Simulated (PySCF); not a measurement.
## Partial charges of `C=C/C=N\N=C(\C)CC`

Compound: C7H12N2.
Numbering: `[CH2:1]=[CH:2]/[CH:3]=[N:4]\[N:5]=[C:6](\[CH3:7])[CH2:8][CH3:9]` (hydrogens: H10, H11 on C1; H12 on C2; H13 on C3; H14, H15, H16 on C7; H17, H18 on C8; H19, H20, H21 on C9)

Cartesian coordinates in Å at the GFN2-xTB level; atoms count from 1:
```
atom  x, y, z in Å
C1     3.4160    0.7784   -1.0996
C2     2.3771    0.3050   -0.4159
C3     2.0563    0.7191    0.9293
N4     1.0612    0.3279    1.6264
N5     0.2343   -0.6230    1.3918
C6    -0.9667   -0.6270    0.9951
C7    -1.7349   -1.9078    1.0790
C8    -1.6680    0.5882    0.4393
C9    -1.8163    0.5161   -1.0812
H10    4.0801    1.5112   -0.6714
H11    3.6390    0.4540   -2.1013
H12    1.7176   -0.4350   -0.8535
H13    2.7063    1.4362    1.4139
H14   -1.0959   -2.7046    1.4480
H15   -2.1234   -2.1856    0.1009
H16   -2.5822   -1.7907    1.7543
H17   -2.6581    0.6697    0.8942
H18   -1.0906    1.4777    0.7051
H19   -0.8430    0.4074   -1.5548
H20   -2.4391   -0.3272   -1.3706
H21   -2.2786    1.4268   -1.4550
```

Density: PBE0/pcSseg-1 (PySCF); schemes: Mulliken, IAO, Hirshfeld and ESP-fitted. One conformer (not necessarily the lowest) at the GFN2-xTB geometry, without solvent, vibrations or thermal averaging.

**Question.** Atoms with like bonding are taken together and averaged. For which atoms does the sign change between the 4 schemes (beyond +0.03 e in one, beyond −0.03 e in another)?

**Answer.** C3, C6 and C8. Atomic charges aren't observables, and each scheme defines them in its own way.

**Question.** At which atom do the 4 schemes differ most?

**Answer.** At C1: from -0.538 (ESP-fitted) to -0.089 e (Hirshfeld), 0.449 e apart.

**Question.** What partial charge does each atom carry?

**Answer.** In e; atoms taken as equivalent share a row and are averaged (×n: the atom named and its like, n in all):

```json
{"atom": "C1", "environment": "terminal =CH2 carbon", "Mulliken": "-0.135", "IAO": "-0.303", "Hirshfeld": "-0.089", "ESP-fitted": "-0.538"}
{"atom": "C2", "environment": "alkene CH carbon", "Mulliken": "-0.219", "IAO": "-0.166", "Hirshfeld": "-0.054", "ESP-fitted": "-0.034"}
{"atom": "C3", "environment": "C=N carbon", "Mulliken": "+0.085", "IAO": "-0.052", "Hirshfeld": "+0.001", "ESP-fitted": "+0.183"}
{"atom": "N4", "environment": "C=N nitrogen", "Mulliken": "-0.222", "IAO": "-0.125", "Hirshfeld": "-0.081", "ESP-fitted": "-0.358"}
{"atom": "N5", "environment": "C=N nitrogen", "Mulliken": "-0.231", "IAO": "-0.137", "Hirshfeld": "-0.077", "ESP-fitted": "-0.180"}
{"atom": "C6", "environment": "C=N carbon", "Mulliken": "-0.044", "IAO": "+0.132", "Hirshfeld": "+0.080", "ESP-fitted": "+0.282"}
{"atom": "C7", "environment": "methyl carbon", "Mulliken": "-0.197", "IAO": "-0.433", "Hirshfeld": "-0.122", "ESP-fitted": "-0.484"}
{"atom": "C8", "environment": "chain CH2 carbon", "Mulliken": "-0.208", "IAO": "-0.287", "Hirshfeld": "-0.072", "ESP-fitted": "+0.089"}
{"atom": "C9", "environment": "methyl carbon", "Mulliken": "-0.283", "IAO": "-0.411", "Hirshfeld": "-0.114", "ESP-fitted": "-0.211"}
{"atom": "H10", "environment": "vinylic hydrogen", "Mulliken": "+0.117", "IAO": "+0.149", "Hirshfeld": "+0.048", "ESP-fitted": "+0.211"}
{"atom": "H11", "environment": "vinylic hydrogen", "Mulliken": "+0.121", "IAO": "+0.158", "Hirshfeld": "+0.051", "ESP-fitted": "+0.214"}
{"atom": "H12", "environment": "vinylic hydrogen", "Mulliken": "+0.122", "IAO": "+0.151", "Hirshfeld": "+0.043", "ESP-fitted": "+0.141"}
{"atom": "H13", "environment": "hydrogen on a C=N carbon", "Mulliken": "+0.097", "IAO": "+0.152", "Hirshfeld": "+0.047", "ESP-fitted": "+0.079"}
{"atom": "H14/H15/H16", "environment": "methyl hydrogen", "Mulliken": "+0.126", "IAO": "+0.153", "Hirshfeld": "+0.046", "ESP-fitted": "+0.137"}
{"atom": "H17/H18", "environment": "methylene hydrogen", "Mulliken": "+0.131", "IAO": "+0.144", "Hirshfeld": "+0.040", "ESP-fitted": "+0.014"}
{"atom": "H19/H20/H21", "environment": "methyl hydrogen", "Mulliken": "+0.119", "IAO": "+0.141", "Hirshfeld": "+0.041", "ESP-fitted": "+0.056"}
```

Mean size of the charges over all atoms: IAO 0.182 e, ESP-fitted 0.172 e, Mulliken 0.147 e, Hirshfeld 0.058 e. Each set sums to the total charge, 0, to within 0.001 e. The ESP scheme fits charges at the nuclei, held to the total charge, to the electrostatic potential on points at 1.4 to 2.0 times the van der Waals radii.

**Question.** How closely do the schemes follow one another over all atoms?

**Answer.** Correlation coefficient and root-mean-square difference: IAO with Hirshfeld 0.97, 0.143 e; Mulliken with Hirshfeld 0.91, 0.103 e; Mulliken with IAO 0.90, 0.095 e; Hirshfeld with ESP-fitted 0.83, 0.172 e; IAO with ESP-fitted 0.76, 0.148 e; Mulliken with ESP-fitted 0.67, 0.165 e.

**Question.** Sum the charges by element.

**Answer.** 
```csv
element,atoms,Mulliken,IAO,Hirshfeld,ESP-fitted
C,7,-1.003,-1.520,-0.370,-0.713
N,2,-0.453,-0.262,-0.159,-0.538
H,12,+1.455,+1.782,+0.529,+1.251
```
